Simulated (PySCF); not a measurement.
**Constants of GeS, step by step**

State: ¹Σ⁺, singlet, closed shell. De refers to Ge + S. RHF-based CCSD(T) in PySCF 2.14 with Ge cc-pwCVDZ-PP with ECP10, S aug-cc-pV(D+d)Z and Ge cc-pwCVTZ-PP with ECP10, S aug-cc-pV(T+d)Z (frozen core orbitals: 9; scalar-relativistic core potentials). Correlation energies are extrapolated as n⁻³ (n = 2, 3), Hartree–Fock as (n+1)·exp(−9√n). CV is the change on freezing 5 orbitals instead, in Ge cc-pwCVTZ-PP with ECP10, S cc-pwCVTZ.

| Level | Re (Å) | ωe (cm⁻¹) | ωexe (cm⁻¹) | αe (cm⁻¹) | De (eV) |
| --- | --- | --- | --- | --- | --- |
| CCSD(T)/DZ | 2.0358 | 556.6 | 1.67 | 0.000752 | 5.242 |
| CCSD(T)/TZ | 2.0213 | 569.8 | 1.60 | 0.000729 | 5.540 |
| HF/CBS | 1.9924 | 628.6 | 1.37 | 0.000628 | 3.239 |
| MP2/CBS | 2.0084 | 583.2 | 1.43 | 0.000701 | 5.890 |
| CCSD/CBS | 2.0038 | 598.4 | 1.42 | 0.000668 | 5.308 |
| CCSD(T)/CBS | 2.0175 | 573.8 | 1.58 | 0.000722 | 5.662 |
| CCSD(T)/CBS+CV | 2.0155 | 574.7 | 1.59 | 0.000725 | 5.679 |

Problem. How much is left between CCSD(T)/TZ and the basis-set limit, and how much do the triples give at the limit?

Solution. CCSD(T)/CBS less CCSD(T)/TZ: -3.8 mÅ in Re, +4.0 cm⁻¹ in ωe and +0.122 eV in De. CCSD(T)/CBS less CCSD/CBS: +13.7 mÅ in Re, -24.6 cm⁻¹ in ωe and +0.354 eV in De.

Problem. What do the later terms add?

Solution. CV: -2.0 mÅ in Re, +0.9 cm⁻¹ in ωe and +0.017 eV in De, each against the row above.

Measured (Huber and Herzberg, Constants of Diatomic Molecules (1979)): Re = 2.012086 Å, ωe = 575.8 cm⁻¹, ωexe = 1.8 cm⁻¹. The last row is off by 3.5 mÅ and -1.1 cm⁻¹.

The T1 diagnostic is 0.022, large enough to doubt a single reference. The open-shell atoms are computed with UHF. Spin–orbit coupling, excitations beyond (T) and corrections to the Born–Oppenheimer picture are left out.

The whole job (state search and all basis sets along the bond) took about 20 min on 4 threads of Arm Neoverse V2 (shared host), peak memory 7 GiB.
